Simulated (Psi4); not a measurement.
Cl$_{4}$Pd (SMILES [Cl][Pd-2]([Cl])([Cl])[Cl]), charge -2, singlet, geometry from GFN2-xTB (such geometries of metal compounds can be far from the true shape) (core potentials on Pd) (a gas-phase anion, which may not be bound at this level), with bond 4-1 at 1.3 times its length; PBE0/def2-SV(P) (Psi4).

Input for Psi4:
```
memory 2 GB

molecule {
-2 1
Pd   -0.00000000   -0.00000000   -0.00000000
Cl    2.19013518   -0.73965983    0.01465684
Cl    0.73958819    2.19017230    0.01257871
Cl   -2.84717573    0.96155778   -0.01905389
Cl   -0.73958819   -2.19017230   -0.01257871
}

set {
  basis def2-sv(p)
  scf_type out_of_core
}

energy('pbe0')
print_variables()
```

The log (banner, timings and long lists left out):

```
   => Loading Basis Set <=

    Name: DEF2-SV(P)
    Role: ORBITAL
    Keyword: BASIS

    !!!  WARNING: ECP capability is in beta. Please check occupations closely.  !!!

         ---------------------------------------------------------
                                   SCF
               by Justin Turney, Rob Parrish, Andy Simmonett
                          and Daniel G. A. Smith
                              RKS Reference
         ---------------------------------------------------------

  ==> Geometry <==

    Molecular point group: c2v
    Full point group: C2v

    Geometry (in Angstrom), charge = -2, multiplicity = 1:

       Center              X                  Y                   Z               Mass
    ------------   -----------------  -----------------  -----------------  -----------------
         PD           0.000000000000     0.000000000000     0.098671430905   105.903480400000
         CL           0.000000000000     0.000000000000     2.410381532486    34.968852682000
         CL           0.000000000000    -2.311710106917     0.098671430905    34.968852682000
         CL          -0.000000000000     0.000000000000    -2.906551697667    34.968852682000
         CL          -0.000000000000     2.311710106917     0.098671430905    34.968852682000

  Running in c2v symmetry.

  Rotational constants: A =      0.04510  B =      0.03370  C =      0.01929 [cm^-1]
  Rotational constants: A =   1352.19422  B =   1010.15744  C =    578.20733 [MHz]
  Nuclear repulsion =  500.093359290640080

  Charge       = -2
  Multiplicity = 1
  Electrons    = 88
  Nalpha       = 44
  Nbeta        = 44

  ==> Algorithm <==

  SCF Algorithm Type is OUT_OF_CORE.
  DIIS enabled.
  MOM disabled.
  Fractional occupation disabled.
  Guess Type is SAD.
  Energy threshold   = 1.00e-06
  Density threshold  = 1.00e-06
  Integral threshold = 1.00e-12

  ==> Primary Basis <==

  Basis Set: DEF2-SV(P)
    Blend: DEF2-SV(P)
    Number of shells: 42
    Number of basis functions: 96
    Number of Cartesian functions: 102
    Spherical Harmonics?: true
    Max angular momentum: 2

  Core potential: DEF2-SV(P)
    Number of shells: 4
    Number of ECP primitives: 14
    Number of ECP core electrons: 28
    Max angular momentum: 3

  ==> DFT Potential <==

   => LibXC <=

    Version 7.1.2
    S. Lehtola, C. Steigemann, M. J. T. Oliveira, and M. A. L. Marques,  SoftwareX 7, 1–5 (2018) (10.1016/j.softx.2017.11.002)

   => Composite Functional: PBE0 <=

[...]
   @RKS iter   7: -1967.63188227083242   -1.22333e-04   4.18839e-05 DIIS
   @RKS iter   8: -1967.63188526698127   -2.99615e-06   1.51407e-05 DIIS
   @RKS iter   9: -1967.63188569324529   -4.26264e-07   2.34784e-06 DIIS
   @RKS iter  10: -1967.63188571944352   -2.61982e-08   1.11074e-06 DIIS
   @RKS iter  11: -1967.63188572568947   -6.24595e-09   2.47621e-07 DIIS
  Energy and wave function converged.

  ==> Post-Iterations <==

   Electrons on quadrature grid:
      Ntotal   =   88.0000011610 ; deviation = 1.161e-06

    Orbital Energies [Eh]
    ---------------------

    Doubly Occupied:

[...]
    Virtual:

[...]
      43A1    51.719438

    Final Occupation by Irrep:
             A1    A2    B1    B2
    DOCC [    20,    3,    8,   13 ]
    NA   [    20,    3,    8,   13 ]
    NB   [    20,    3,    8,   13 ]

  @RKS Final Energy: -1967.63188572568947

   => Energetics <=

    Nuclear Repulsion Energy =            500.0933592906400804
    One-Electron Energy =               -3798.6119024523595726
    Two-Electron Energy =                1425.9334687551579464
    DFT Exchange-Correlation Energy =     -95.0468113191276558
    Empirical Dispersion Energy =           0.0000000000000000
    VV10 Nonlocal Energy =                  0.0000000000000000
    Total Energy =                      -1967.6318857256894717

Computation Completed

Properties will be evaluated at   0.000000,   0.000000,   0.000000 [a0]

Properties computed using the SCF density matrix

 Multipole Moments:

 ------------------------------------------------------------------------------------
     Multipole            Electronic (a.u.)      Nuclear  (a.u.)        Total (a.u.)
 ------------------------------------------------------------------------------------

 L = 1.  Multiply by 2.5417464519 to convert [e a0] to [Debye]
 Dipole X            :          0.0000000            0.0000000            0.0000000
 Dipole Y            :          0.0000000            0.0000000            0.0000000
 Dipole Z            :          7.5945512           -6.2436143            1.3509369
 Magnitude           :                                                    1.3509369

 ------------------------------------------------------------------------------------

  Variable Map:
  ----------------------------------------------------------------------------
[...]
  Array Variable Map:
  ----------------------------------------------------------------------------
[...]
[...]
```
